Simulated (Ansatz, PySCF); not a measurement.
Sb4, SMILES [Sb]12[Sb]3[Sb]1[Sb]23 (connectivity only; charge and spin as stated), charge +1, multiplicity 2. Atoms are numbered in the order given.

```xyz
4

Sb     1.0720     1.0720    -0.8956
Sb    -1.0720    -1.0720    -0.8956
Sb     1.0720    -1.0720     0.8956
Sb    -1.0720     1.0720     0.8956
```
Charge +1, spin multiplicity 2.

Coordinates come from a PBE0-D3(BJ)/def2-SVP optimisation. The spin state was assumed, not searched. The def2 effective core potentials stand for the cores of Sb; spin–orbit coupling is left out.

Two levels are set side by side: PBE-D3(BJ)/def2-SVP (Ansatz, a quantum-chemistry and plane-wave program) and PBE0-D3(BJ)/def2-SVP (Ansatz). Each level has its own optimised geometry; the coordinates shown are those of the second. Frequencies come from the Hessian of PySCF at each geometry. Differences are taken from unrounded values.

```json
[
 {"quantity": "mean bond length (Å)", "PBE0-D3(BJ)": "2.873"},
 {"quantity": "bond Sb1–Sb2 (Å)", "PBE0-D3(BJ)": "3.032"},
 {"quantity": "bond Sb1–Sb3 (Å)", "PBE0-D3(BJ)": "2.794"},
 {"quantity": "bond Sb1–Sb4 (Å)", "PBE0-D3(BJ)": "2.794"},
 {"quantity": "bond Sb2–Sb3 (Å)", "PBE0-D3(BJ)": "2.794"},
 {"quantity": "bond Sb2–Sb4 (Å)", "PBE0-D3(BJ)": "2.794"},
 {"quantity": "bond Sb3–Sb4 (Å)", "PBE0-D3(BJ)": "3.032"},
 {"quantity": "highest harmonic wavenumber (cm⁻¹)", "PBE0-D3(BJ)": "240"},
 {"quantity": "mean harmonic wavenumber (cm⁻¹)", "PBE0-D3(BJ)": "161"},
 {"quantity": "zero-point energy (kcal/mol)", "PBE0-D3(BJ)": "1.38"}
]
```

Task: What does PBE-D3(BJ) give, and how far is it from PBE0-D3(BJ)? (An estimate is asked for; the answer gives what the named calculation found.)

Result: 
| quantity | PBE-D3(BJ) | PBE-D3(BJ) minus PBE0-D3(BJ) |
|---|---|---|
| mean bond length (Å) | 2.908 | 0.034 |
| bond Sb1–Sb2 (Å) | 3.069 | 0.037 |
| bond Sb1–Sb3 (Å) | 2.827 | 0.033 |
| bond Sb1–Sb4 (Å) | 2.827 | 0.033 |
| bond Sb2–Sb3 (Å) | 2.827 | 0.033 |
| bond Sb2–Sb4 (Å) | 2.827 | 0.033 |
| bond Sb3–Sb4 (Å) | 3.069 | 0.037 |
| highest harmonic wavenumber (cm⁻¹) | 226 | -14 |
| mean harmonic wavenumber (cm⁻¹) | 153 | -8 |
| zero-point energy (kcal/mol) | 1.31 | -0.07 |

Exact exchange shortens and stiffens bonds; PBE has none. Differences between two approximate levels are no errors against the true value.
